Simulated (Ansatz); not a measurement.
Pulling on the Al1–H2 bond in AlFH2 (SMILES [F][AlH2]) (multiplicity 1 held, fragments rigid). Energies count from the point at 1.570 Å.
Geometry at that point (charge 0, multiplicity 1):
```xyz
4

Al    -0.247    -0.479     0.158
H      0.471    -1.312     1.279
H     -1.589    -0.859    -0.560
F      0.481     0.933    -0.309
```

Signs of static correlation in cc-pV(T+d)Z, with CASSCF(2,2), from Ansatz (a quantum-chemistry and plane-wave program) runs.

| R (Å) | T1 of restricted CCSD | ⟨S²⟩ of UHF | largest double amplitude of restricted CCSD | weight of the CASSCF reference in MRCISD | CASSCF natural occupations |
|---|---|---|---|---|---|
| 1.256 | 0.012 | 0.000 | 0.025 | 0.931 | 1.99 0.01 |
| 1.413 | 0.012 | 0.000 | 0.028 | 0.931 | 1.98 0.02 |
| 1.570 | 0.012 | 0.000 | 0.037 | 0.931 | 1.98 0.02 |
| 1.727 | 0.012 | 0.000 | 0.041 | 0.931 | 1.97 0.03 |
| 1.884 | 0.013 | 0.000 | 0.038 | 0.931 | 1.96 0.04 |
| 2.119 | 0.014 | 0.000 | 0.090 | 0.931 | 1.93 0.07 |
| 2.355 | 0.016 | 0.182 | 0.146 | 0.931 | 1.89 0.11 |
| 2.747 | ? | 0.690 | 0.254 | 0.932 | 1.78 0.22 |
| 3.140 | 0.039 | 0.884 | 0.389 | 0.933 | 1.62 0.38 |
| 3.611 | 0.060 | 0.968 | 0.572 | 0.933 | 1.40 0.60 |
| 4.239 | 0.082 | 0.998 | ? | 0.934 | 1.19 0.81 |
| 5.024 | 0.093 | 1.005 | 0.935 | 0.934 | 1.07 0.93 |

What belongs in the gaps?


- 2.747, T1 of restricted CCSD: 0.025
- 4.239, largest double amplitude of restricted CCSD: 0.786

Doubts at one or more of the structures used: a restricted determinant that unrestricted orbitals would lower (R-CCSD(T)/cc-pV(T+d)Z); other coupled-cluster roots lie near (R-CCSD(T)/cc-pV(T+d)Z); T1 above 0.05 (R-CCSD(T)/cc-pV(T+d)Z, U-CCSD(T)/cc-pV(T+d)Z); a spin-contaminated determinant (U-CCSD(T)/cc-pV(T+d)Z).
